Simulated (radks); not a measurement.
Values are calculated unless marked as measured or tabulated.
Task: Radial electron density D(r) = 4 pi r^2 rho(r) of an atom or ion with 67 electrons. Code: a radial shooting solver on a logarithmic mesh with Libxc functionals. Model: scalar-relativistic Kohn-Sham, Slater X-alpha with alpha = 0.994, spin-polarised, spherical densities, finite nucleus; Fermi nuclear charge, rms radius of each element as measured or else 0.836 A^(1/3) + 0.57 fm.

```
   r/bohr * D(r) (the largest magnitude, 120, reaches the edge; | marks zero)
0.0007373 |*
0.0009992 | *
 0.001354 |   *
 0.001835 |     *
 0.002507 |         *
 0.003398 |              *
 0.004605 |                    *
 0.006241 |                            *
 0.008459 |                                   *
  0.01146 |                                        *
  0.01554 |                                         *
  0.02106 |                                      *
  0.02877 |                                     *
  0.03899 |                                           *
  0.05284 |                                                     *
  0.07161 |                                                      *
  0.09705 |                                            *
   0.1315 |                                            *
   0.1782 |                                                  *
   0.2416 |                                    *
     0.33 |                       *
   0.4473 |                           *
   0.6062 |                      *
   0.8215 |          *
    1.113 |     *
    1.509 |   *
    2.045 |*
    2.772 *
    3.786 *
    5.132 *
    6.955 *
    9.426 *
```

What is the nuclear charge?

Result: Z = 68. The innermost maximum, from 1s, lies near gamma/Z bohr with gamma = sqrt(1 - (Z/c)^2) = 0.868, here 0.0128 bohr (found: 0.0140), and its height grows with Z. The density is that of the erbium ion Er+ in [Xe] 4f12 6s1; the configuration itself is not fixed sharply by these data, and Z only to a few units. D(r) has 4 maxima, at r = 0.0140, 0.0625, 0.174, 0.473 bohr, and minima at 0.0266, 0.114, 0.335 bohr, inside which lie 1.91, 11.15, 29.69 electrons.
